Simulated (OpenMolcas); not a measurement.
**Ionisation energies of thulium**

```yaml
Program: OpenMolcas
Basis: ANO-R2 [8s6p4d3f1g]
Scalar_Hamiltonian: X2C, finite nucleus
Spin-orbit_coupling: RASSI with atomic mean-field integrals over the reference wave functions, term energies averaged over their components
```

Active shells in each charge state: the valence f shell, with orbitals averaged over the low states. Where CASPT2's correlated closed shells are named, they are those of the first ion.

A. CASSCF
B. SS-CASPT2, IPEA 0.25 Eh, imaginary shift 0.1 Eh (closed shells correlated: 5s 5p)
C. SS-CASPT2, IPEA 0 Eh, imaginary shift 0.1 Eh (closed shells correlated: 5s 5p)
D. SS-CASPT2, IPEA 0.25 Eh, imaginary shift 0.1 Eh (closed shells correlated: 4d 5s 5p)

Energies in eV between the lowest computed levels, named as in B; reference values from the NIST Atomic Spectra Database with their kind.

```
             From                  To       A       B       C       D  Spin-orbit share in B                Reference
Tm2+ 4f13 2F* 7/2       Tm3+ 4f12 3H6  18.888  24.435  24.360  24.568                 -0.360  23.660 (semi-empirical)
    Tm3+ 4f12 3H6  Tm4+ 4f11 4I* 15/2  38.359  42.804  42.797  42.895                 -0.226  42.410 (semi-empirical)
```

The lowest level within the active space need not be the ion's true ground level.

* marks odd parity.
